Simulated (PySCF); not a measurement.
AlClH4O3Si, SMILES Cl[SiH2][O][Al]([OH])[OH].

Coordinates come from a B3LYP-D3(BJ)/def2-SVP optimisation. The structure was generated by enumeration; whether it is a known compound was not checked. The values are those of a single conformer.

These are PBE/def2-TZVP in PySCF values and carry that method's errors.

Isolated molecule, no solvent.

```
Quantity                                                                                                       Result
---------------------------------------------------------------------------------------------  ----------------------
total energy                                                                                      -1219.89623 hartree
highest occupied level                                                                                       -7.32 eV
lowest empty level                                                                                           -1.56 eV
orbital gap                                                                                                   5.75 eV
dipole moment                                                                                                  1.82 D
quadrupole, principal values (traceless, Buckingham form, about the centre of nuclear charge)  -3.59, -0.78, 4.37 D·Å
mean static polarisability                                                                      68.6 bohr³ (10.17 Å³)
polarisability, principal values                                                               63.0, 68.1, 74.8 bohr³
```
